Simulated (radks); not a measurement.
The platinum ion Pt61+, configuration [Ne] 3s2 3p5. Method: non-relativistic Kohn-Sham, LB94 model potential, spin-polarised, spherical densities, point nucleus; open shells are filled with parallel spins first (spin-orbit coupling, left out, can overturn this in heavy ions); relativity is left out, which matters for an element this heavy; computed with a radial shooting solver on a logarithmic mesh with Libxc functionals.

Normalised radial functions P(r) = r R(r), r in bohr:

```
   r/bohr * 2s down, o 2p down (the largest magnitude, 3.76, reaches the edge; | marks zero, & curves that meet)
 0.000891                             o  *
0.0009887                             o  *
 0.001106                             o  *
 0.001237                             o   *
 0.001373                             o   *
 0.001535                             o   *
 0.001703                             o    *
 0.001905                             o    *
 0.002131                             o     *
 0.002365                             o     *
 0.002645                             o      *
 0.002935                             |o      *
 0.003283                             |o      *
 0.003672                             |o       *
 0.004074                             |o        *
 0.004557                             |o        *
 0.005056                             | o        *
 0.005656                             | o         *
 0.006326                             | o         *
 0.007019                             |  o         *
 0.007851                             |  o         *
 0.008711                             |   o         *
 0.009744                             |    o        *
   0.0109                             |     o       *
  0.01209                             |      o     *
  0.01353                             |       o    *
  0.01501                             |        o  *
  0.01679                             |         *o
  0.01878                             |       *   o
  0.02083                             |     *       o
   0.0233                             |  *            o
  0.02607                             *                 o
  0.02892                          *  |                   o
  0.03235                      *      |                     o
   0.0359                  *          |                      o
  0.04015              *              |                        o
  0.04491          *                  |                         o
  0.04983       *                     |                          o
  0.05574    *                        |                          o
  0.06185   *                         |                          o
  0.06917  *                          |                        o
  0.07737   *                         |                      o
  0.08585    *                        |                    o
  0.09603       *                     |                 o
   0.1066          *                  |              o
   0.1192             *               |           o
   0.1333                 *           |        o
   0.1479                    *        |      o
   0.1654                       *     |   o
   0.1836                         *   |  o
   0.2053                           * | o
   0.2297                            *|o
   0.2548                            *o
    0.285                             &
   0.3163                             &
   0.3538                             &
   0.3957                             &
   0.4391                             &
   0.4911                             &
   0.5449                             &
   0.6095                             &
```

2s down: eigenvalue -16473.9 eV, 1 radial node at r = 0.0260 bohr, <r> = 0.0808 bohr, 90 % of the charge inside 0.123 bohr. 2p down: eigenvalue -16061.7 eV, 0 radial nodes, <r> = 0.0683 bohr, 90 % of the charge inside 0.110 bohr.
